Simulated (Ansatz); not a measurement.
Ansatz (a quantum-chemistry and plane-wave program) input (B3LYP-D3(BJ)/def2-TZVP):

Ansatz 0.2 input:
```yaml
crystal:
  periodic: [false, false, false]
  atoms:
    - {symbol: C, position_ang: [0.10863460, -0.04552603, 0.77806659]}
    - {symbol: Br, position_ang: [0.84835009, 1.38257141, -0.41370997]}
    - {symbol: Br, position_ang: [-0.92545522, -1.30858017, -0.37785434]}
basis:
  gaussian:
    orbitals: def2-TZVP
hamiltonian:
  xc: b3lyp
  dispersion: d3bj
total_charge: -1
magnetization: {spin_polarized: true, initial_magnetization: 1}
relax: {f_tol: 0.002, max_steps: 150}
```

Output:

```
Functional definition: B3LYP
integrals: 0.08 GiB planned
902 factors; integrals over basis functions are off by at most 3.2e-4 eV
mean field: 1.05 GiB planned
mean field evaluation 1: about -141128.6985 eV, gradient 2.1e1 eV
mean field evaluation 2: about -141126.8339 eV, gradient 2.9e1 eV
mean field evaluation 4: about -141130.2987 eV, gradient 1.4e0 eV
mean field evaluation 8: about -141130.3584 eV, gradient 3.5e-2 eV
mean field evaluation 16: about -141130.3584 eV, gradient 5.5e-5 eV
mean field -141130.35842986 eV, -5186.4450107048 hartree, gradient 5.5e-5 eV, S^2 0.755209; 0 other end points of the search recorded, 0 dependent functions left out
the calculation of the forces begins
reference -141130.35861663 eV, -5186.4450175683 hartree; 39, 38 occupied and 88, 89 virtual orbitals, 902 factors
relax step   1: F+E_penalty+E_count = -141130.50858181 eV  Δ(F+E_penalty+E_count) = +0.000e0 eV  max|allowed force component| = 9.255e-1 eV/Å  Δτ_max = 0.0000 Å  (32 SCF iters, accepted)
these checks for a lower state are left out or cut short: starts, cluster_reference, orbital_swaps, neighbouring_geometries, increment
integrals: 0.08 GiB planned
902 factors; integrals over basis functions are off by at most 3.5e-4 eV
mean field: 1.05 GiB planned
mean field -141130.40160602 eV, -5186.4465973994 hartree, gradient 1.4e-5 eV, S^2 0.755213; 0 other end points of the search recorded, 0 dependent functions left out
the calculation of the forces begins
reference -141130.40179520 eV, -5186.4466043514 hartree; 39, 38 occupied and 88, 89 virtual orbitals, 902 factors
relax step   2: F+E_penalty+E_count = -141130.55072973 eV  Δ(F+E_penalty+E_count) = -4.215e-2 eV  max|allowed force component| = 4.497e-1 eV/Å  Δτ_max = 0.0243 Å  (38 SCF iters, accepted)
these checks for a lower state are left out or cut short: starts, cluster_reference, orbital_swaps, neighbouring_geometries, increment
integrals: 0.08 GiB planned
902 factors; integrals over basis functions are off by at most 3.7e-4 eV
mean field: 1.05 GiB planned
mean field evaluation 32: about -141130.4053 eV, gradient 2.6e-5 eV
mean field -141130.40527536 eV, -5186.4467322448 hartree, gradient 2.6e-5 eV, S^2 0.755254; 0 other end points of the search recorded, 0 dependent functions left out
the calculation of the forces begins
reference -141130.40546970 eV, -5186.4467393868 hartree; 39, 38 occupied and 88, 89 virtual orbitals, 902 factors
relax step   3: F+E_penalty+E_count = -141130.55027879 eV  Δ(F+E_penalty+E_count) = +4.509e-4 eV  max|allowed force component| = 3.208e-1 eV/Å  Δτ_max = 0.0749 Å  (37 SCF iters, rejected (line search))
these checks for a lower state are left out or cut short: starts, cluster_reference, orbital_swaps, neighbouring_geometries, increment
integrals: 0.08 GiB planned
902 factors; integrals over basis functions are off by at most 3.7e-4 eV
mean field: 1.05 GiB planned
mean field -141130.41922579 eV, -5186.4472449137 hartree, gradient 1.6e-5 eV, S^2 0.755249; 0 other end points of the search recorded, 0 dependent functions left out
the calculation of the forces begins
reference -141130.41941799 eV, -5186.4472519770 hartree; 39, 38 occupied and 88, 89 virtual orbitals, 902 factors
relax step   4: F+E_penalty+E_count = -141130.56678067 eV  Δ(F+E_penalty+E_count) = -1.605e-2 eV  max|allowed force component| = 6.254e-3 eV/Å  Δτ_max = 0.0307 Å  (38 SCF iters, accepted)
these checks for a lower state are left out or cut short: starts, cluster_reference, orbital_swaps, neighbouring_geometries, increment
integrals: 0.08 GiB planned
902 factors; integrals over basis functions are off by at most 3.7e-4 eV
mean field: 1.05 GiB planned
mean field -141130.41929308 eV, -5186.4472473866 hartree, gradient 5.9e-5 eV, S^2 0.755249; 0 other end points of the search recorded, 0 dependent functions left out
the calculation of the forces begins
reference -141130.41948533 eV, -5186.4472544518 hartree; 39, 38 occupied and 88, 89 virtual orbitals, 902 factors
relax step   5: F+E_penalty+E_count = -141130.56678776 eV  Δ(F+E_penalty+E_count) = -7.091e-6 eV  max|allowed force component| = 1.377e-3 eV/Å  Δτ_max = 0.0013 Å  (27 SCF iters, accepted)
integrals: 0.08 GiB planned
902 factors; integrals over basis functions are off by at most 3.7e-4 eV
mean field: 1.05 GiB planned
mean field evaluation 64: about -141130.4193 eV, gradient 7.1e-5 eV
mean field -141130.41929308 eV, -5186.4472473866 hartree, gradient 5.9e-5 eV, S^2 0.755249; 1 other end points of the search recorded, 0 dependent functions left out
the calculation of the forces begins
reference -141130.41948533 eV, -5186.4472544518 hartree; 39, 38 occupied and 88, 89 virtual orbitals, 902 factors
Total energy: -141130.56698002 eV, -5186.4526747815 hartree
Atom 0 at     0.114629    -0.048302     0.823621 Å, force     0.000475     0.000360     0.001377 eV/Å
Atom 1 at     0.872027     1.424377    -0.436833 Å, force    -0.000521    -0.000664    -0.000478 eV/Å
Atom 2 at    -0.955126    -1.347610    -0.400286 Å, force     0.000046     0.000304    -0.000900 eV/Å
Dipole moment:    -0.041152     0.022646    -0.326555 e Å
```
